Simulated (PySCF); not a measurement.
Radial density of Ca⁺ (calcium, charge +1)

r2SCANh, [Ar] 4p1, 2P determinant (an excited configuration). All numbers are calculated (PySCF 2.14, the non-relativistic Hamiltonian (point nucleus), in dyall-av2z).

| r (bohr) | 4πr²ρ (e/bohr) | 4πr²(ρα − ρβ) |
| --- | --- | --- |
| 0.00161 | 0.1621 | 0.0000 |
| 0.00271 | 0.4394 | 0.0000 |
| 0.00455 | 1.154 | 0.0000 |
| 0.00766 | 2.886 | 0.0001 |
| 0.0129 | 6.625 | 0.0001 |
| 0.0217 | 13.22 | 0.0003 |
| 0.0364 | 20.92 | 0.0008 |
| 0.0613 | 23.10 | 0.0028 |
| 0.103 | 17.84 | 0.0092 |
| 0.173 | 20.09 | 0.0191 |
| 0.292 | 23.75 | 0.0107 |
| 0.491 | 9.628 | 0.0040 |
| 0.825 | 6.980 | 0.0592 |
| 1.39 | 5.571 | 0.0074 |
| 2.33 | 0.7674 | 0.0859 |
| 3.93 | 0.3074 | 0.3007 |
| 6.61 | 0.06829 | 0.0683 |
| 11.1 | 0.001248 | 0.0012 |
| 18.7 | 1.279e-05 | 0.0000 |
